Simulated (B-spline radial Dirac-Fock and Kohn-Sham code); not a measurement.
Magnetic form factor of the 5d shell of Tl⁹⁺

System: Tl⁹⁺ in the configuration [Xe] 4f14 5d4.

These are calculated numbers from a radial atomic solver; the model is Dirac-Fock densities. ⟨j_K⟩ is the integral of the 5d radial density with the spherical Bessel function j_K(4πsr), s = sin θ/λ.

| s (Å⁻¹) | ⟨j0⟩ | ⟨j2⟩ | ⟨j4⟩ |
| --- | --- | --- | --- |
| 0 | 1.0000 | 0.0000 | 0.0000 |
| 0.05 | 0.9730 | 0.0107 | 0.0000 |
| 0.1 | 0.8958 | 0.0408 | 0.0006 |
| 0.15 | 0.7788 | 0.0844 | 0.0030 |
| 0.2 | 0.6372 | 0.1332 | 0.0084 |
| 0.25 | 0.4872 | 0.1789 | 0.0181 |
| 0.3 | 0.3438 | 0.2145 | 0.0321 |
| 0.35 | 0.2182 | 0.2355 | 0.0496 |
| 0.4 | 0.1172 | 0.2406 | 0.0690 |
| 0.45 | 0.0431 | 0.2310 | 0.0882 |
| 0.5 | -0.0055 | 0.2096 | 0.1052 |
| 0.6 | -0.0419 | 0.1472 | 0.1267 |
| 0.7 | -0.0301 | 0.0823 | 0.1277 |
| 0.8 | -0.0029 | 0.0325 | 0.1117 |
| 0.9 | 0.0208 | 0.0030 | 0.0864 |
| 1 | 0.0343 | -0.0092 | 0.0592 |
| 1.1 | 0.0379 | -0.0098 | 0.0355 |
| 1.2 | 0.0344 | -0.0044 | 0.0174 |
| 1.4 | 0.0191 | 0.0096 | -0.0009 |
| 1.6 | 0.0057 | 0.0175 | -0.0031 |

Radial moments of the shell: ⟨r²⟩ = 1.484, ⟨r⁴⟩ = 3.232, ⟨r⁶⟩ = 9.694 in powers of bohr.
